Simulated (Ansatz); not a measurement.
Pulling on the Si1–H2 bond in HISi (SMILES [SiH]I) (multiplicity 1 held, fragments rigid). Energies count from the point at 1.522 Å.
Geometry at that point (charge 0, multiplicity 1):
```xyz
3

Si    -1.1214    -0.9327     1.2781
H     -2.0942    -1.3863     0.1983
I      0.3357     0.2725    -0.3414
```

R- and RO- levels are restricted; in cc, def2 and unpolarised 6-31G sets they are followed outwards from rest. Unrestricted levels (U-) break spin symmetry where that is lower. Active spaces are followed from a long bond inwards. Levels need not reach the same state.

Correlated levels freeze the cores. Filled d and f shells under p-block atoms count as core.

Codes used: Ansatz (Gaussian orbitals).  In def2 rows elements past Kr take small-core potentials, without spin–orbit coupling.

Energies in eV.

| R (Å) | R-HF/def2-SVP | R-MP2/def2-SVP | U-CCSD(T)/def2-SVP | R-CCSDT/def2-SVP | FIC-NEVPT4(SD) on CASSCF(2,2)/def2-SVP | FIC-MRCISD+Q on CASSCF(2,2)/def2-SVP |
|---|---|---|---|---|---|---|
| 1.218 | 1.14 | 1.15 | 1.17 | 1.17 | 1.18 | 1.17 |
| 1.370 | 0.20 | 0.21 | 0.23 | 0.22 | 0.23 | 0.22 |
| 1.522 | 0.00 | 0.00 | 0.00 | 0.00 | 0.00 | 0.00 |
| 1.675 | 0.19 | 0.17 | 0.15 | 0.15 | 0.14 | 0.15 |
| 1.827 | 0.57 | 0.52 | 0.47 | 0.47 | 0.45 | 0.47 |
| 2.055 | 1.28 | 1.18 | 1.06 | 1.05 | 1.02 | 1.05 |
| 2.284 | 2.01 | 1.85 | 1.65 | 1.62 | 1.58 | 1.62 |
| 2.664 | 3.12 | 2.81 | 2.43 | 2.33 | 2.28 | 2.33 |
| 3.045 | 4.04 | 3.52 | 2.88 | 2.75 | 2.69 | 2.75 |
| 3.502 | 4.92 | 4.09 | 3.04 | 2.99 | 2.91 | 2.97 |
| 4.111 | 5.78 | 4.40 | 3.08 | 3.09 | 3.01 | 3.07 |
| 4.872 | 6.48 | 4.26 | 3.09 | 3.12 | 3.03 | 3.09 |

Doubts at one or more of the structures used: a restricted determinant that unrestricted orbitals would lower (R-HF/def2-SVP, R-MP2/def2-SVP, R-CCSDT/def2-SVP); a spin-contaminated determinant (U-CCSD(T)/def2-SVP); T1 above 0.05 (U-CCSD(T)/def2-SVP, R-CCSDT/def2-SVP); other coupled-cluster roots lie near (R-CCSDT/def2-SVP).

Ansatz is a first-principles code.
